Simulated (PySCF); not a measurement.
Zr²⁺: ionisation energy

Zr²⁺ [Kr] 4d2 (3F) → Zr³⁺ [Kr] 4d1 (2D), as a difference of total energies. Calculation: PySCF 2.14, in x2c-TZVPPall (8s6p6d2f1g, 79 functions); the spin-free X2C one-electron Hamiltonian (Gaussian nucleus). Correlated levels: valence and next inner shell: [Ar] 3d10 frozen. The calculations carry no spin-orbit coupling.

```json
{"method": "UHF", "ionisation energy (eV)": "22.391"}
{"method": "MP2 (valence and next inner shell)", "ionisation energy (eV)": "22.851"}
{"method": "SCS-MP2 (valence and next inner shell)", "ionisation energy (eV)": "22.769"}
{"method": "CCSD (valence and next inner shell)", "ionisation energy (eV)": "22.864"}
{"method": "CCSD(T) (valence and next inner shell)", "ionisation energy (eV)": "22.878"}
```

Task: How much does correlation contribute at CCSD(T) (valence and next inner shell)?

Result: 22.878 − (22.391) = 0.487 eV, measured against UHF.

The reference lies between the lowest fine-structure levels, while these numbers refer to the centres of the terms.

Errors of the correlated levels include the incompleteness of this basis and the frozen core.

For comparison: 23.170 eV (semi-empirical (NIST evaluation); NIST Atomic Spectra Database, ionization energies).
